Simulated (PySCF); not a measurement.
# State search for GeSe

Unrestricted PBE0; Ge cc-pVDZ-PP with ECP10, Se cc-pVDZ-PP with ECP10; scalar-relativistic core potentials (PySCF 2.14). Outer shells of the fragments: Ge 3d10 4s2 4p2; Se 3d10 4s2 4p4.

Followed along the bond (rough minima from three points):

| 2Ms+1 | unpaired | ⟨S²⟩ at the start | R at minimum (Å) | Te (eV) |
| --- | --- | --- | --- | --- |
| 1 | none | 0.00 | 2.15 | 0.00 |
| 3 | π ↑↑ | 2.01 | none in the scan | ≤ 2.31 |
| 5 | σ ↑, π ↑↑↑ | 6.00 | none in the scan | ≤ 4.86 |

Solutions found at the starting distance of 2.275 Å, counted from the lowest of them; the search is not exhaustive and high or unbound solutions are not listed, so other states can lie among these:

| 2Ms+1 | unpaired | term | E (eV) | ⟨S²⟩ | ⟨Lz²⟩ | μ (D) |
| --- | --- | --- | --- | --- | --- | --- |
| 1 | none | ¹Σ⁺ | 0.00 | 0.00 | 0.00 | -2.47 |
| 3 | π ↑↑ | mixed | 2.24 | 2.01 | 2.01 | -0.19 |
| 3 | π ↑↑ | mixed | 2.58 | 2.00 | 2.01 | -0.46 |
| 1 | π ↑↓ | mixed | 2.65 | 1.01 | 2.01 | -0.55 |
| 3 | σ ↑, π ↑ | ³Π | 2.83 | 2.01 | 1.01 | -1.85 |
| 1 | σ ↓, π ↑ | mixed | 3.11 | 1.02 | 1.01 | -1.71 |
| 5 | σ ↑, π ↑↑↑ | ⁵Π | 4.97 | 6.00 | 1.00 | 1.02 |
| 5 | π ↑↑↑↑ | ⁵Σ⁺ | 5.49 | 6.01 | 0.00 | 4.16 |
| 3 | σ ↑, π ↑ | ³Π | 5.68 | 2.00 | 1.01 | -0.11 |
| 3 | σ ↑↑ | ³Σ⁺ | 5.79 | 2.00 | 0.00 | -1.20 |
| 1 | σ ↓, π ↑ | mixed | 5.86 | 1.01 | 1.01 | -0.12 |
| 1 | π ↑↑↓↓ | mixed | 6.26 | 2.01 | 4.03 | 4.16 |
| 5 | σ ↑↑, π ↑↑ | mixed | 7.72 | 6.00 | 2.01 | 1.19 |
| 5 | σ ↑↑, π ↑↑ | mixed | 8.03 | 6.00 | 2.01 | 0.96 |

A term symbol is given only where ⟨S²⟩ and ⟨Lz²⟩ are close to those of a pure state; real π, δ and φ orbitals otherwise mix terms. A positive dipole means Ge(−)Se(+).

The measured ground state is X ¹Σ+ (Huber and Herzberg, Constants of Diatomic Molecules (1979)).

Counting both spins, an empty level lies below a filled one in some of these solutions, because spin and occupation are held.
